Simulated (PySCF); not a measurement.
OP, SMILES O=[P], multiplicity 2.

The structure is a stationary point at PBE0-D3(BJ)/def2-TZVPD.

The numbers are results of PBE/def2-TZVPD in PySCF, not measurements.

Q: Estimate the frontier levels, dipole moment. (The exact figures need the calculation; the answer reports its results.)

A: 
```json
{
 "α spin, highest occupied and lowest empty level": "-4.56 and -4.38 eV",
 "β spin, highest occupied and lowest empty level": "-9.08 and -4.08 eV",
 "dipole_moment": "1.76 D",
 "⟨S²⟩": "0.753 (pure state 0.75)"
}
```
